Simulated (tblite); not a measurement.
Compound: C3H6O2Si.
Z-matrix (Å and degrees, GFN2-xTB geometry), rows numbered from 1:
```
O 
C   1  1.1982
C   2  1.4962  1  125.39
C   3  1.5442  2  109.64  1    92.84
Si  4  1.9111  3   83.61  2   117.02
O   3  1.4275  2  111.68  1  -157.07
H   2  1.1075  1  122.21  3   176.43
H   3  1.0919  2  111.08  1   -33.96
H   4  1.0865  3  112.95  2    -0.30
H   4  1.0843  3  113.03  2  -124.24
H   5  1.4553  4  116.11  3   109.91
H   5  1.4560  4  115.99  3  -109.24
```

Computed values, GFN2-xTB/tblite, gas phase, harmonic and unscaled. The method is semi-empirical: single wavenumbers can be off by several per cent or more. Modes of hydrogen on silicon can be 10 to 20 % off. One conformer, not necessarily the lowest.

Harmonic wavenumbers (cm⁻¹): 87.7, 99.4, 238.9, 354.3, 422.4, 430.7, 555.1, 602.6, 669.3, 730.6, 733.3, 777.1, 856.9, 895.3, 935.6, 1035.4, 1049.4, 1123.0, 1154.5, 1201.8, 1246.9, 1355.0, 1457.7, 1793.0, 2320.0, 2335.9, 2771.5, 2957.7, 3019.3, 3041.7.

A = 8273, B = 1823, C = 1666 MHz; mass 102.014 u (most abundant isotopes); point group C1, symmetry number 1.

Task: What is the zero-point energy?

Result: ½Σν̃ = 18126 cm⁻¹ = 51.83 kcal/mol.

Task: Entropy at 298.15 K, 1 bar (ideal gas, RRHO, classical rotation)?

Result: Translation 39.80, rotation 26.95, vibration 14.77: S = 81.5 cal/(mol K).

Task: And Cp and H(298.15 K) − H(0)?

Result: Cp = 26.61 cal/(mol K), of which vibrations give 18.66 (their classical limit is 30 R = 59.6); H(298.15 K) − H(0) = 4.88 kcal/mol without the zero-point energy, 2.51 from vibrations.

Task: Blend soft modes into free rotors: weight 1/[1 + (100 cm⁻¹/ν̃)⁴] for the oscillator and the rest for a rotor with moment μB/(μ + B), μ = h/(8π²ν), B = 10⁻⁴⁴ kg m². What vibrational entropy results?

Result: 14.03 cal/(mol K) in place of 14.77, which changes −T·S at 298.15 K by +0.22 kcal/mol.

Task: What must be added to the electronic energy to get the Gibbs energy at 298.15 K and 1 bar?

Result: ZPE + [H(298.15 K) − H(0)] − T·S = 51.83 + 4.88 − 24.31 = 32.40 kcal/mol.

Task: Which modes carry the vibrational entropy at 298.15 K?

Result: 87.7 cm⁻¹: 3.71; 99.4 cm⁻¹: 3.47; 238.9 cm⁻¹: 1.81; 354.3 cm⁻¹: 1.15; 422.4 cm⁻¹: 0.88; 430.7 cm⁻¹: 0.86 cal/(mol K); the other 24 give 2.90 together.

Task: How do the functions run with temperature in this model?

Result: 
| T (K) | S (cal/(mol K)) | Cp (cal/(mol K)) | H − H(0) (kcal/mol) | G − H(0) (kcal/mol) | ln q(vib) |
| --- | --- | --- | --- | --- | --- |
| 150 | 67.4 | 15.9 | 1.74 | -8.37 | 1.24 |
| 250 | 77.2 | 23.1 | 3.68 | -15.61 | 2.53 |
| 400 | 90.3 | 33.3 | 7.94 | -28.19 | 4.69 |
| 600 | 105.7 | 42.7 | 15.60 | -47.83 | 7.72 |
| 900 | 124.8 | 51.3 | 29.83 | -82.52 | 12.13 |

q(vib) and H(0) count from the zero-point level.

Hindered rotation and anharmonicity are outside this model. Other conformers, if any are populated, would add a mixing term that is left out. The structure is chiral; the term R ln 2 for an equal mix with its mirror image is left out.

On one thread of an Arm Neoverse N1, on a shared host, this took 0.46 s. The figure is for the frequency step alone.
